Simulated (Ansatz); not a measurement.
Ansatz results at the PBE0-D4/def2-TZVP geometry: HOMO energy (B3LYP/def2-TZVPP) -6.48 eV; HOMO energy (ωB97M-V/def2-TZVPP) -8.89 eV; size of the dipole moment (B3LYP/def2-TZVPP) 2.19 D.

Each molecule was computed in one conformer, which needn't be the lowest.

Q: Which molecule gave them?
A. `F[Si](F)(I)I`
B. `S[SiH](S)S`
C. `CO[SiH2][Se]C`
D. `CC[Si](F)(F)F`

A: C. The others give `S[SiH](S)S`: -7.31, -9.71, 0.97; `F[Si](F)(I)I`: -7.82, -10.16, 1.18; `CC[Si](F)(F)F`: -9.30, -11.78, 2.51.

B3LYP here is the variant with VWN-RPA as its local correlation; programs differ in this.
